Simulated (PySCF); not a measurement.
## Vibration and rotation of CeS

HSE06 constants of CeS, triplet, about 1.2 electrons in the 4f shell (Mulliken), real f orbitals that mix terms (basis Ce x2c-SVPall, S x2c-SVPall; spin-free X2C with a Gaussian nucleus; PySCF 2.14; masses 139.9054 and 31.9721 u):

| Quantity | Value |
| --- | --- |
| ωe | 475.1 cm⁻¹ |
| ωexe | 0.95 cm⁻¹ |
| Be | 0.12012 cm⁻¹ |
| αe | 0.000335 cm⁻¹ |
| De to Ce (4f1 5d1 6s2) + S | 6.13 eV |

What force constant and bond length do these constants imply?

Reduced mass μred = 26.025 u; k = 5.8918×10⁻⁷·μred·ωe² (u, cm⁻¹, mdyn/Å) = 3.46 mdyn/Å; Re = √(16.8576/(μred·Be)) (u, cm⁻¹, Å) = 2.322 Å.

Estimate the centrifugal constant D from the Kratzer relation and find the Dunham coefficient a1.

D = 4Be³/ωe² = 3.07e-08 cm⁻¹; a1 = −1 − αeωe/(6Be²) = -2.84.

Spin–orbit coupling is left out, which matters for elements this heavy, above all for dissociation energies. With d or f electrons several states lie close, and the lowest PBE0 determinant need not be the measured ground state.
